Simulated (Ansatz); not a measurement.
Basis-set extrapolation for CH$_{8}$FNO$_{2}$Si$_{2}$, SMILES `C[Si@H](O)N[Si@@H](O)F` (PBE0-D4/def2-TZVP geometry, frozen core, the Gaussian-basis code of Ansatz). Multiplicity 1, RHF reference.

```json
{"": "HF", "def2-TZVPP": "-924.457924", "def2-QZVPP": "-924.494023"}
{"": "MP2 correlation", "def2-TZVPP": "-1.355044", "def2-QZVPP": "-1.464954"}
{"": "CCSD(T) correlation", "def2-TZVPP": "-1.445187", "def2-QZVPP": "not run"}
```

Energies in hartree. Use E(X) = E(∞) + A·exp(−7.88·√X) for Hartree–Fock and E(X) = E(∞) + B·X^(−2.97) for correlation, with X = 3 and 4, and add CCSD(T) minus MP2 of the smaller set to the MP2 limit.

Problem. What is the CCSD(T) energy at the basis-set limit?

Solution. HF limit: -924.494023 + (-0.036099) × 0.13774 = -924.49900. MP2 limit: -1.464954 + (-0.109910) × 0.74074 = -1.54637. Higher-order term: -1.445187 − (-1.355044) = -0.09014. Total: -926.13551 hartree, 610.2 kJ/mol below CCSD(T)/def2-TZVPP.
